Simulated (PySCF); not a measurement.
A single-point calculation

Dy(SH)3 (singlet in the valence; each metal's 4f electrons, 9 of them, lie in its core potential, out of spins and levels). PySCF 2.14.0, RKS r2SCAN, Dy lcecp-1-SVP with ECP55, S def2-SVP, H def2-SVP; non-relativistic Hamiltonian with scalar-relativistic core potentials where named; density fitting; no spin-orbit coupling. Purpose: all atoms moved at random, sigma 0.06 A.

```python
mol = gto.M(atom='''
Dy     0.00101     0.00797     0.79710
S      2.52982     0.40906     1.02311
H      2.83460    -0.95427     0.95065
S     -1.60806     1.95068     0.90320
H     -0.53978     2.94593     1.02879
S     -0.96121    -2.39384     1.00399
H     -2.25638    -1.96554     1.02189''',
    basis={'Dy': 'lcecp-1-SVP', 'S': 'def2-SVP', 'H': 'def2-SVP'},
    ecp={'Dy': 'lcecp-1-SVP'},
    charge=0, spin=0)
mf = dft.RKS(mol, xc='R2SCAN')
mf.grids.atom_grid = (50, 194)  # f atoms: unpruned, at least (60, 302)
mf = mf.density_fit()  # fitting sets: Dy AutoAux, S def2-universal-JKFIT, H def2-universal-JKFIT
mf.conv_tol = 1e-08; mf.max_cycle = 55
mf.kernel(dm0)  # dm0: converged density of the relaxed state
mf.nuc_grad_method().kernel()
```

Run from Python with OMP_NUM_THREADS=2; the lines above give its settings. Where DIIS fails, smearing, a level shift and second-order steps follow.
It took 9 s on 2 threads of Arm Neoverse N1, on a shared host, from an already converged density.

**Question.** Where do the frontier levels lie, over both spins?

**Answer.** HOMO -6.53 eV, LUMO -2.82 eV. The 4f levels lie in the core potential and are missing.

**Question.** What are the Mulliken charges and spins?

**Answer.** 
| atom | charge (e) | spin (e) |
| --- | --- | --- |
| Dy1 | 0.815 | 0.000 |
| S2 | -0.397 | 0.000 |
| H3 | 0.122 | 0.000 |
| S4 | -0.387 | 0.000 |
| H5 | 0.129 | 0.000 |
| S6 | -0.399 | 0.000 |
| H7 | 0.117 | 0.000 |
The spin of the 4f electrons in the core isn't counted.

**Question.** What forces act on the atoms (eV/Å)?

**Answer.** 
```
Dy   0.18 -0.62 -0.02
S    0.38 -0.90 -0.06
H   -0.24  0.95  0.07
S    1.14  1.92  0.22
H   -1.51 -1.45 -0.19
S   -0.15  0.16 -0.02
H    0.20 -0.06  0.00
```
Forces carry noise of the integration grid, about 0.01 to 0.03 eV/Å.

**Question.** How does its energy compare with the relaxed singlet of charge +0 in vacuum?

**Answer.** It lies 0.170 eV higher.

An lcecp potential fixes the number of 4f electrons, so in runs with it no electron can move into or out of that shell.
